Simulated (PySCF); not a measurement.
From computed data to an observable: chemical shift, span and skew from a shielding tensor

C₂H₇FOSi₂, SMILES C([Si@@H]([SiH2]O)F)=C. Atoms are numbered in the order given.

```xyz
13

C     -2.9720    -0.1333    -0.0420
C     -1.9747     0.7077    -0.3424
Si    -0.2617     0.0853    -0.7260
F     -0.3478    -1.5575    -0.7752
Si     1.2963     0.5849     0.9417
O      2.7606    -0.1555     0.6023
H     -2.8168    -1.2185    -0.0297
H     -3.9818     0.2208     0.1973
H     -2.1764     1.7878    -0.3459
H      0.1919     0.5476    -2.0698
H      0.7360     0.1500     2.2596
H      1.5630     2.0480     0.9997
H      2.7272    -1.1032     0.4341
```
Charge 0, spin multiplicity 1.

Geometry: ωB97X-D3(BJ)/def2-SVP. The structure was generated by enumeration; whether it is a known compound was not checked. One conformer was computed; it need not be the lowest.

GIAO shieldings from PySCF with PBE/pcSseg-1, non-relativistic, no solvent. The symmetric part of the tensor of C2 has the principal values -66.9, 37.6, 156.9 ppm. The same nucleus in TMS has σ = 182.0 ppm at this level (PySCF, at its B3LYP-D3(BJ)/def2-TZVP geometry).

Question: Work out the isotropic shielding, the ¹³C shift against TMS, the span and the skew.

Answer: 
σ(iso) = (σ11 + σ22 + σ33)/3 = 42.5 ppm. δ = σ(ref) − σ(iso) = 182.0 − (42.5) = 139.5 ppm.
Span Ω = σ33 − σ11 = 223.8 ppm. Skew κ = 3(σ(iso) − σ22)/Ω = 0.07. Tumbling in solution averages the tensor to δ; in a static solid the shielding alone would spread this spin-1/2 line over Ω.
